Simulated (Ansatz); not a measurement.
Coupled-cluster diagnostics for AlI3, Ansatz.

Geometry of the singlet (r2SCAN-D4/def2-SVP):

```tsv
atom	x (Å)	y (Å)	z (Å)
Al1	0.0000	0.0000	0.0000
I2	0.6651	2.2709	0.6692
I3	-0.5855	-0.4698	-2.3417
I4	-0.0795	-1.8011	1.6725
```

In the def2 sets I takes a core potential; there is no spin–orbit coupling. Correlated methods freeze 17 core orbitals; core or outer-core shells of I are correlated, in sets that lack core-valence functions. In CCSD on the charge 1 doublet the largest single amplitude is 0.52, so its Hartree–Fock determinant may place the open shell otherwise than the density functionals do.

Task: Estimate the CCSD(T) correlation energy, the shares of MP2 and (T), T1 and the reference's ⟨S²⟩ for: charge 0, singlet, own geometry in def2-SVP; charge 1, doublet, vertical in def2-SVP; and the rough time on 4 threads of Arm Neoverse V1 on a shared host.

Result: 
```csv
state,basis,correlation (eV),MP2 share (%),(T) share (%),T1,⟨S²⟩ (pure),wall time,remarks
"charge 0, singlet, own geometry",def2-SVP,-11.904,92.5,2.6,0.008,0.00 (0.00),3.4 s,–
"charge 1, doublet, vertical",def2-SVP,-11.733,89.3,3.5,0.052,0.76 (0.75),15 s,large T1 (0.052)
```
Customary marks for T1 are 0.02 (closed shells), 0.045 (open shells) and about 0.05 (3d metals). T1 exceeds 0.02 in 1 of 2 rows and 0.045 in 1; the higher it lies, the less the single-reference result can be trusted.
